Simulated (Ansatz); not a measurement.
Computed with Ansatz on PBE0-D4/def2-TZVP structures; ΔE is electronic, products minus reactants. CBS: MP2 limit from def2 TZ/QZ plus the TZ coupled-cluster correction, frozen cores. DFT in def2-TZVPP. B3LYP here is the variant with VWN-RPA as its local correlation; programs differ in this. HSE06 is defined as in plane-wave codes. One conformer a species, not always the lowest.

`BN1C[SiH2]1` + `C=C[SiH2]N` → `BN[SiH2]C=C` + `C1N[SiH2]1`  (ligand exchange at a B–N bond)

| level | ΔE (kcal/mol) | difference from CCSD(T)/CBS |
| --- | --- | --- |
| LDA (SPW92) | 1.3 | 1.2 |
| PBE-D4 | 0.7 | 0.6 |
| revPBE-D4 | 0.7 | 0.6 |
| r2SCAN-D4 | 0.9 | 0.8 |
| B97M-V | 0.8 | 0.7 |
| PBE0-D4 | 0.8 | 0.7 |
| B3LYP-D4 | 1.4 | 1.3 |
| r2SCANh-D4 | 0.9 | 0.8 |
| r2SCAN0-D4 | 0.9 | 0.8 |
| HSE06-D4 | 0.8 | 0.7 |
| CAM-B3LYP-D4 | 1.4 | 1.3 |
| ωB97X-V | 0.6 | 0.5 |
| ωB97M-V | 0.5 | 0.4 |
| B2PLYP | 0.8 | 0.7 |
| PBE-QIDH | 0.5 | 0.4 |
| PBE | 0.5 | 0.4 |
| revPBE | 0.4 | 0.3 |
| BLYP | 1.0 | 0.9 |
| r2SCAN | 0.8 | 0.7 |
| PBE0 | 0.6 | 0.5 |
| B3LYP | 1.1 | 1.0 |
| r2SCANh | 0.9 | 0.8 |
| r2SCAN0 | 0.9 | 0.8 |
| HSE06 | 0.6 | 0.5 |
| BHLYP | 1.2 | 1.1 |
| CAM-B3LYP | 1.2 | 1.1 |
| LC-ωPBE | 1.0 | 0.9 |
| RPA@PBE/def2-TZVPP | -0.7 | -0.8 |
| MP2/def2-SVP | 0.5 | 0.4 |
| CCSD/def2-SVP | 0.3 | 0.2 |
| CCSD(T)/def2-SVP | 0.0 | -0.1 |
| HF/def2-TZVPP | 1.2 | 1.1 |
| MP2/def2-TZVPP | 0.5 | 0.4 |
| SCS-MP2/def2-TZVPP | 0.4 | 0.3 |
| CCSD/def2-TZVPP | 0.2 | 0.1 |
| CCSD(T)/def2-TZVPP | 0.0 | -0.1 |
| HF/def2-QZVPP | 1.2 | 1.1 |
| MP2/def2-QZVPP | 0.5 | 0.4 |
| MP2/CBS(def2) | 0.6 | 0.5 |
| CCSD/CBS(def2) | 0.3 | 0.2 |
| CCSD(T)/CBS | 0.1 | 0 |

Largest T1 diagnostic among the species: 0.014.

In def2-TZVPP, CCSD(T) changes the Hartree–Fock value by −1.2 kcal/mol (the triples alone add −0.2 kcal/mol) and MP2 by −0.7 kcal/mol. Leaving LDA and LC-ωPBE aside and taking each functional with its dispersion term where it has one, the values, not all of them listed here, spread over 0.9 kcal/mol, from PBE-QIDH to BHLYP-D4. LDA lies +0.8 kcal/mol from PBE without D4.
